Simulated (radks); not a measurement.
Problem. These are the eigenvalues of the occupied orbitals of an atom or ion with whole-number occupations (eV). Calculated with a radial shooting solver on a logarithmic mesh with Libxc functionals: Dirac Kohn-Sham, PBE, spin-unpolarised, spherical densities, finite nucleus; Fermi nuclear charge, rms radius of each element as measured or else 0.836 A^(1/3) + 0.57 fm.

| orbital | eigenvalue |
|---|---|
| 1s1/2 | -19830.90 |
| 2s1/2 | -2816.077 |
| 2p1/2 | -2592.102 |
| 2p3/2 | -2485.542 |
| 3s1/2 | -494.6479 |
| 3p1/2 | -409.4185 |
| 3p3/2 | -391.8733 |
| 3d3/2 | -241.2349 |
| 3d5/2 | -237.9131 |
| 4s1/2 | -82.5799 |
| 4p1/2 | -58.3254 |
| 4p3/2 | -55.8117 |
| 4d3/2 | -20.8876 |

Which element is it, and in what charge state? The configuration may be excited. Open shells, if any, fill j = l - 1/2 first.

Solution. Z = 42, molybdenum, charge +2: Mo2+ in [Kr] 4d4. The list shows which subshells hold electrons but not how many an open one holds; the 1s level, -728.77 hartree, gives Z - s = 38.2 by -(Z - s)^2/2, which with screening and relativity narrows Z to a few neighbours, and the depths of the outer levels then fix element, charge and occupations together.
